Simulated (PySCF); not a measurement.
# Bonding in `Cc1c(C#N)cnn1C1CC1`

Species: C8H9N3.
Numbering: `[CH3:1][c:2]1[c:3]([C:4]#[N:5])[cH:6][n:7][n:8]1[CH:9]1[CH2:10][CH2:11]1` (hydrogens: H12, H13, H14 on C1; H15 on C6; H16 on C9; H17, H18 on C10; H19, H20 on C11)

Cartesian coordinates in Å at the GFN2-xTB level; atoms count from 1:
```xyz
20
C8H9N3 angstrom
C     -1.6736   -1.3974    0.3702
C     -1.1141   -0.0814   -0.0235
C     -1.7756    1.1074   -0.3279
C     -3.1560    1.3298   -0.3330
N     -4.2901    1.5066   -0.3347
C     -0.7451    2.0256   -0.6270
N      0.4286    1.4508   -0.5157
N      0.2014    0.1838   -0.1568
C      1.2869   -0.7081    0.0602
C      2.6170   -0.3744   -0.5436
C      2.4228   -0.2581    0.9360
H     -1.2786   -1.7160    1.3352
H     -2.7557   -1.3192    0.4424
H     -1.4309   -2.1609   -0.3700
H     -0.8347    3.0541   -0.9128
H      0.9684   -1.7408    0.1019
H      3.2155   -1.1836   -0.9318
H      2.6712    0.5420   -1.1092
H      2.3539    0.7353    1.3506
H      2.8838   -0.9849    1.5866
```

Bond orders from the PBE0/pcSseg-1 density (PySCF). The structure is a single GFN2-xTB conformer in the gas phase; no vibrational or solvent corrections.

Question: How far do the computed orders between heavy atoms stray from the drawn ones?

Answer: The largest departure is 0.473, at N8–C2 (drawn aromatic, 1.027), counting aromatic bonds as 1.5. Drawn single, order above 1.12: C1–C2 (1.123). The bonds drawn aromatic range from 1.03 to 1.55.

Question: Give the Mayer order of every bond between heavy atoms, beside its length.

Answer: 
```json
{"bond": "C1–C2", "drawn as": "single", "length (Å)": "1.483", "Mayer order": "1.123"}
{"bond": "C2–C3", "drawn as": "aromatic", "length (Å)": "1.394", "Mayer order": "1.209"}
{"bond": "C3–C4", "drawn as": "single", "length (Å)": "1.398", "Mayer order": "1.039"}
{"bond": "C4–N5", "drawn as": "triple", "length (Å)": "1.148", "Mayer order": "3.016"}
{"bond": "C3–C6", "drawn as": "aromatic", "length (Å)": "1.412", "Mayer order": "1.306"}
{"bond": "C6–N7", "drawn as": "aromatic", "length (Å)": "1.312", "Mayer order": "1.553"}
{"bond": "N7–N8", "drawn as": "aromatic", "length (Å)": "1.336", "Mayer order": "1.218"}
{"bond": "N8–C9", "drawn as": "single", "length (Å)": "1.422", "Mayer order": "0.887"}
{"bond": "C9–C10", "drawn as": "single", "length (Å)": "1.498", "Mayer order": "0.967"}
{"bond": "C10–C11", "drawn as": "single", "length (Å)": "1.497", "Mayer order": "0.965"}
{"bond": "N8–C2", "drawn as": "aromatic", "length (Å)": "1.348", "Mayer order": "1.027"}
{"bond": "C11–C9", "drawn as": "single", "length (Å)": "1.503", "Mayer order": "0.949"}
```

Bonds between the same two heavy elements. C–C: lowest C11–C9 (0.949, 1.503 Å), highest C3–C6 (1.306, 1.412 Å); in 3 of the 21 pairs the longer bond (by over 0.003 Å) has the higher order (by 0.02 or more). C–N: lowest N8–C9 (0.887, 1.422 Å), highest C4–N5 (3.016, 1.148 Å).

Question: And the bonds to hydrogen?

Answer: C–H: 0.93 to 0.99 (9 bonds).

Question: Sum the orders of all bonds at each heavy atom with more than one neighbour and set the sums beside the valence in the SMILES.

Answer: C1 3.917 (drawn 4), C2 3.359 (drawn 4), C3 3.554 (drawn 4), C4 4.055 (drawn 4), C6 3.848 (drawn 4), N7 2.771 (drawn 3), N8 3.132 (drawn 3), C9 3.749 (drawn 4), C10 3.818 (drawn 4), C11 3.812 (drawn 4). Orders between atoms that aren't bonded are not in these sums.

The Mayer order sums products of elements of PS (density times overlap matrix) between the two atoms' basis functions, so it depends on the basis set.

The run behind these numbers computed NMR shieldings as well. On Arm Neoverse V2, one thread, shared host, this took 50 s (with the writing of density and orbital grids) and 1.1 GiB of memory at its peak.
